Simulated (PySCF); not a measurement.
Delta-SCF ions had no search for a lower state. Excitations are Tamm–Dancoff values on a coarser integration grid. The basis has no diffuse functions, so Rydberg states are missing or too high.

Cartesian coordinates (Å):
```xyz
12

O      2.3383     0.4495     0.6425
C      1.0919     0.1353     0.6852
C      0.1994     0.1270    -0.3867
C     -1.3062     0.4475    -0.0401
C     -0.9673    -0.9329    -0.3113
H      2.6543     0.7017    -0.2472
H      0.7731    -0.1400     1.6887
H      0.5495     0.4065    -1.3724
H     -1.7570     1.0553    -0.8143
H     -1.5004     0.7632     0.9763
H     -1.1649    -1.3559    -1.2880
H     -0.9097    -1.6419     0.5038
```
Charge +1, spin multiplicity 1.

Q: Predict the S1–T1 gap (TDA), LUMO, HOMO, vertical ionisation energy (Delta-SCF) and S1 excitation (TDA) from PBE-D3(BJ)/def2-TZVP // TPSSh-D3(BJ)/def2-TZVP in PySCF 2.14.0.

A: 
```json
{
 "S1–T1 gap (TDA)": "1.25 eV",
 "LUMO": "-8.60 eV",
 "HOMO": "-13.26 eV",
 "vertical ionisation energy (Delta-SCF)": "16.56 eV",
 "S1 excitation (TDA)": "5.45 eV"
}
```
